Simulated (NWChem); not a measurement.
System: SnF4; SMILES [F][Sn]([F])([F])[F]

Excerpt of the output:

```
             Northwest Computational Chemistry Package (NWChem) 7.3.0
             --------------------------------------------------------

 C1  symmetry detected

                             Geometry "geometry" -> ""
                             -------------------------

 Output coordinates in angstroms (scale by  1.889725989 to convert to a.u.)

  No.       Tag          Charge          X              Y              Z
 ---- ---------------- ---------- -------------- -------------- --------------
    1 F                    9.0000    -1.40802463     1.16980747    -0.51858172
    2 Sn                  50.0000    -0.00012031     0.00013320     0.00011181
    3 F                    9.0000     1.40094397     1.01062566     0.79708837
    4 F                    9.0000    -0.65913011    -1.27138388     1.25241008
    5 F                    9.0000     0.66687916    -0.90978924    -1.53153792

 Effective nuclear repulsion energy (a.u.)     583.4738893496

                                Z-matrix (autoz)
                                --------

 Units are Angstrom for bonds and degrees for angles

      Type          Name      I     J     K     L     M      Value
      ----------- --------  ----- ----- ----- ----- ----- ----------
    1 Stretch                  1     2                       1.90247
    2 Stretch                  2     3                       1.90243
    3 Stretch                  2     4                       1.90245
    4 Stretch                  2     5                       1.90231
    5 Bend                     1     2     3               109.43037
    6 Bend                     1     2     4               109.51406
    7 Bend                     1     2     5               109.51430
    8 Bend                     3     2     4               109.53330
    9 Bend                     3     2     5               109.45961
   10 Bend                     4     2     5               109.37570

                           NWChem Geometry Optimization
                           ----------------------------

 maximum gradient threshold         (gmax) =   0.000450
 rms gradient threshold             (grms) =   0.000300
 maximum cartesian step threshold   (xmax) =   0.001800
 rms cartesian step threshold       (xrms) =   0.001200
 fixed trust radius                (trust) =   0.300000
 source of zmatrix                         =   autoz

          -------------------
          Energy Minimization
          -------------------

 Using diagonal initial Hessian
 Scaling for Hessian diagonals: bonds = 1.00  angles = 0.25  torsions = 0.10

          --------
          Step   0

                                 NWChem DFT Module
                                 -----------------

 Summary of "ao basis" -> "ao basis" (spherical)
 ------------------------------------------------------------------------------
       Tag                 Description            Shells   Functions and Types
 ---------------- ------------------------------  ------  ---------------------
 F                          def2-svp                 6       14   3s2p1d
 Sn                         def2-svp                10       26   4s4p2d

            General Information
            -------------------
          SCF calculation type: DFT
          Wavefunction type:  closed shell.
          No. of atoms     :     5
          No. of electrons :    58
           Alpha electrons :    29
            Beta electrons :    29
          Charge           :     0
          Spin multiplicity:     1
          Use of symmetry is: off; symmetry adaption is: off
          Maximum number of iterations: 150
          AO basis - number of functions:    82
                     number of shells:    34
          Convergence on energy requested:  1.00D-06
          Convergence on density requested:  1.00D-05
          Convergence on gradient requested:  5.00D-04

              XC Information
              --------------
                        Slater Exchange Functional  1.000 local
                      VWN V Correlation Functional  1.000 local

             Grid Information
             ----------------
          Grid used for XC integration:  medium
          Radial quadrature: Mura-Knowles
          Angular quadrature: Lebedev.
          Tag              B.-S. Rad. Rad. Pts. Rad. Cut. Ang. Pts.
          ---              ---------- --------- --------- ---------
          F                   0.50       49           7.0       434
          Sn                  1.45      123           6.0       590
          Grid pruning is: on
          Number of quadrature shells:   319
          Spatial weights used:  Erf1

      Superposition of Atomic Density Guess
      -------------------------------------

 Sum of atomic energies:        -646.26578848

      Non-variational initial energy
      ------------------------------

[...]

      ----------------------
      Optimization converged
      ----------------------

  Step       Energy      Delta E   Gmax     Grms     Xrms     Xmax
  ---- ---------------- -------- -------- -------- -------- --------
@    1    -610.58051338 -2.9D-07  0.00006  0.00004  0.00037  0.00085
                                     ok       ok       ok       ok

                                Z-matrix (autoz)
                                --------

 Units are Angstrom for bonds and degrees for angles

      Type          Name      I     J     K     L     M      Value     Gradient
      ----------- --------  ----- ----- ----- ----- ----- ---------- ----------
    1 Stretch                  1     2                       1.90217    0.00006
    2 Stretch                  2     3                       1.90216    0.00006
    3 Stretch                  2     4                       1.90216    0.00006
    4 Stretch                  2     5                       1.90213    0.00003
    5 Bend                     1     2     3               109.43095   -0.00001
    6 Bend                     1     2     4               109.50332    0.00002
    7 Bend                     1     2     5               109.50919    0.00001
    8 Bend                     3     2     4               109.51950    0.00003
    9 Bend                     3     2     5               109.46598   -0.00001
   10 Bend                     4     2     5               109.39841   -0.00004

                         Geometry "geometry" -> "geometry"
                         ---------------------------------

 Output coordinates in angstroms (scale by  1.889725989 to convert to a.u.)

  No.       Tag          Charge          X              Y              Z
 ---- ---------------- ---------- -------------- -------------- --------------
    1 F                    9.0000    -1.40781516     1.16947648    -0.51848825
    2 Sn                  50.0000    -0.00005891     0.00003371     0.00003566
    3 F                    9.0000     1.40068126     1.01037214     0.79712270
    4 F                    9.0000    -0.65908206    -1.27093332     1.25245069
    5 F                    9.0000     0.66682296    -0.90955581    -1.53163018

 Effective nuclear repulsion energy (a.u.)     583.5540898918

                Final and change from initial internal coordinates
                --------------------------------------------------

                                Z-matrix (autoz)
                                --------

 Units are Angstrom for bonds and degrees for angles

[...]

 Rotational Constants
 --------------------
 A=   0.092031 cm-1  (  0.132408 K)
 B=   0.091953 cm-1  (  0.132296 K)
 C=   0.091913 cm-1  (  0.132239 K)

 Temperature                      =   298.15K
 frequency scaling parameter      =   1.0000

 Zero-Point correction to Energy  =    4.939 kcal/mol  (  0.007870 au)
 Thermal correction to Energy     =    9.035 kcal/mol  (  0.014397 au)
 Thermal correction to Enthalpy   =    9.627 kcal/mol  (  0.015341 au)

 Total Entropy                    =   83.487 cal/mol-K
   - Translational                =   41.673 cal/mol-K (mol. weight = 193.8954)
   - Rotational                   =   27.118 cal/mol-K (symmetry #  =        1)
   - Vibrational                  =   14.696 cal/mol-K

 Cv (constant volume heat capacity) =   18.969 cal/mol-K
   - Translational                  =    2.979 cal/mol-K
   - Rotational                     =    2.979 cal/mol-K
   - Vibrational                    =   13.010 cal/mol-K

[normal modes left out]

 ----------------------------------------------------------------------------
 Normal Eigenvalue ||           Projected Infra Red Intensities
  Mode   [cm**-1]  || [atomic units] [(debye/angs)**2] [(KM/mol)] [arbitrary]
 ------ ---------- || -------------- ----------------- ---------- -----------
    1       -0.000 ||    0.000000           0.000         0.000       0.000
    2       -0.000 ||    0.000000           0.000         0.000       0.000
    3       -0.000 ||    0.000000           0.000         0.000       0.000
    4        0.000 ||    0.000000           0.000         0.000       0.000
    5        0.000 ||    0.000000           0.000         0.000       0.000
    6        0.000 ||    0.000000           0.000         0.000       0.000
    7      124.114 ||    0.000000           0.000         0.000       0.000
    8      124.405 ||    0.000000           0.000         0.000       0.000
    9      170.858 ||    0.038317           0.884        37.353      20.198
   10      170.895 ||    0.038301           0.884        37.337      20.190
   11      171.010 ||    0.038262           0.883        37.300      20.170
   12      634.520 ||    0.000000           0.000         0.000       0.000
   13      686.730 ||    0.056548           1.305        55.125      29.809
   14      686.779 ||    0.056555           1.305        55.133      29.812
   15      686.899 ||    0.056572           1.305        55.149      29.821
 ----------------------------------------------------------------------------
```

Level: LDA (Slater exchange, VWN5)/def2-SVP with def2 effective core potentials on Sn. def2 effective core potentials on Sn; no spin-orbit coupling. The printed entropy takes a lower symmetry number than the molecule has.

Question: Write an input that gives this output.

Answer: One answer among several that fit: the input that was run:
```
start job
memory heap 200 mb stack 900 mb global 1100 mb
geometry units angstroms
  F     -0.948826    -1.496262    -0.693764
  Sn    -0.000331    -0.000184     0.000126
  F     -1.140883     1.522399     0.011524
  F      0.573302    -0.378543     1.774130
  F      1.516771     0.352593    -1.092004
end
basis spherical
  F library def2-svp
  Sn library def2-svp
end
ecp
  Sn library def2-ecp
end
dft
  xc slater vwn_5
  iterations 150
end
driver
  maxiter 120
end
task dft optimize
dft
  grid fine
  convergence energy 1d-8 density 1d-7
end
task dft freq numerical
```
